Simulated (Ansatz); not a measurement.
Input and output for Cl2FISi, SMILES `F[Si](Cl)(Cl)I`.

```yaml
crystal:
  periodic: [false, false, false]
  atoms:
    - {symbol: F, position_ang: [0.775460, -0.467553, 1.449301]}
    - {symbol: Si, position_ang: [0.045839, -0.128950, 0.071452]}
    - {symbol: Cl, position_ang: [-1.891073, -0.165120, 0.451434]}
    - {symbol: Cl, position_ang: [0.463038, -1.406573, -1.387266]}
    - {symbol: I, position_ang: [0.681837, 2.183225, -0.614185]}
basis:
  gaussian: {orbitals: x2c-TZVPPall}
hamiltonian: {xc: {name: wB97}}
```

```sh
$ ansatz run in.yaml --threads 4 --pin off --events-out ev --progress --plain --max-ram 10444MiB
```

Output, abridged:

```
Functional definition: wB97
1543 factors; their error is unknown
333 factors; integrals over basis functions are off by at most 3.5e-5 eV
mean field evaluation 1: about -229390.2704 eV, gradient 3.6e1 eV
mean field evaluation 2: about -229390.2001 eV, gradient 4.2e1 eV
mean field evaluation 4: about -229392.5697 eV, gradient 1.4e0 eV
mean field evaluation 8: about -229392.5755 eV, gradient 4.3e-2 eV
mean field evaluation 16: about -229392.5535 eV, gradient 7.2e-5 eV
mean field -229392.55351570 eV, -8430.0208538447 hartree, gradient 7.2e-5 eV, S^2 0.000000; 0 other end points of the search recorded, 0 dependent functions left out
reference -229392.55350764 eV, -8430.0208535483 hartree; 55, 55 occupied and 162, 162 virtual orbitals, 1543 factors
Total energy: -229392.55350764 eV, -8430.0208535483 hartree
Relativity: scalar
```

Hardware: 4 threads of an Intel Xeon on a shared host. Wall time 6 s, peak host memory 0.52 GiB.
